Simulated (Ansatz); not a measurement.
Relaxation of AlH10OPSi3 (16 atoms, charge 0, multiplicity 1), to a largest force component of 0.015 eV/Å in at most 40 steps.

All numbers below come from Ansatz, RKS PBE/6-31G*.

```xyz
16
Properties=species:S:1:pos:R:3
O 2.228 -0.920 1.668
Si 0.854 -0.678 0.578
Si -1.099 -0.777 1.693
P 0.973 -2.256 -0.953
Al 0.993 1.412 -0.509
Si -0.694 2.034 -2.029
H 2.119 -0.128 2.306
H -1.141 -2.076 2.349
H -1.086 0.300 2.766
H -2.180 -0.589 0.793
H 1.543 -1.277 -1.966
H 2.343 -2.643 -0.528
H 2.145 2.444 -0.188
H -1.395 3.251 -1.546
H -0.094 2.240 -3.344
H -1.660 0.953 -2.099
```

Task: Where does it end, and by what steps?

Result: It converged. After 18 steps the energy has fallen by 0.795 eV; H12 moved furthest, 1.21 Å.

```json
{"step": "0", "energy less start (eV)": "0.0000", "largest force component (eV/Å)": "1.761", "accepted": "yes"}
{"step": "1", "energy less start (eV)": "-0.5710", "largest force component (eV/Å)": "1.533", "accepted": "yes"}
{"step": "2", "energy less start (eV)": "-0.5931", "largest force component (eV/Å)": "1.531", "accepted": "yes"}
{"step": "3", "energy less start (eV)": "-0.7023", "largest force component (eV/Å)": "0.305", "accepted": "yes"}
{"step": "4", "energy less start (eV)": "-0.6791", "largest force component (eV/Å)": "0.591", "accepted": "no"}
{"step": "5", "energy less start (eV)": "-0.7175", "largest force component (eV/Å)": "0.065", "accepted": "yes"}
{"step": "6", "energy less start (eV)": "-0.7243", "largest force component (eV/Å)": "0.069", "accepted": "yes"}
{"step": "7", "energy less start (eV)": "-0.7316", "largest force component (eV/Å)": "0.346", "accepted": "yes"}
{"step": "8", "energy less start (eV)": "-0.7380", "largest force component (eV/Å)": "0.494", "accepted": "yes"}
{"step": "9", "energy less start (eV)": "-0.7487", "largest force component (eV/Å)": "0.509", "accepted": "yes"}
{"step": "10", "energy less start (eV)": "-0.7650", "largest force component (eV/Å)": "0.383", "accepted": "yes"}
{"step": "11", "energy less start (eV)": "-0.7820", "largest force component (eV/Å)": "0.127", "accepted": "yes"}
{"step": "12", "energy less start (eV)": "-0.7856", "largest force component (eV/Å)": "0.118", "accepted": "yes"}
{"step": "13", "energy less start (eV)": "-0.7933", "largest force component (eV/Å)": "0.028", "accepted": "yes"}
{"step": "14", "energy less start (eV)": "-0.7933", "largest force component (eV/Å)": "0.142", "accepted": "yes"}
{"step": "15", "energy less start (eV)": "-0.7943", "largest force component (eV/Å)": "0.037", "accepted": "yes"}
{"step": "16", "energy less start (eV)": "-0.7944", "largest force component (eV/Å)": "0.106", "accepted": "yes"}
{"step": "17", "energy less start (eV)": "-0.7947", "largest force component (eV/Å)": "0.041", "accepted": "yes"}
{"step": "18", "energy less start (eV)": "-0.7947", "largest force component (eV/Å)": "0.007", "accepted": "yes"}
```

```xyz
16
Properties=species:S:1:pos:R:3
O 2.395 -0.824 1.522
Si 1.006 -0.562 0.565
Si -0.986 -0.924 1.797
P 0.977 -2.145 -1.080
Al 0.871 1.677 -0.479
Si -0.794 2.245 -2.209
H 2.621 -0.063 2.092
H -1.110 -2.336 2.300
H -1.034 -0.010 2.992
H -2.185 -0.614 0.945
H 2.342 -1.928 -1.476
H 1.328 -3.222 -0.195
H 1.887 2.821 0.039
H -1.567 3.483 -1.837
H -0.111 2.540 -3.519
H -1.793 1.152 -2.464
```

Run time: 95 s on 2 threads of Arm Neoverse V1 (shared host), peak memory 0.21 GiB.
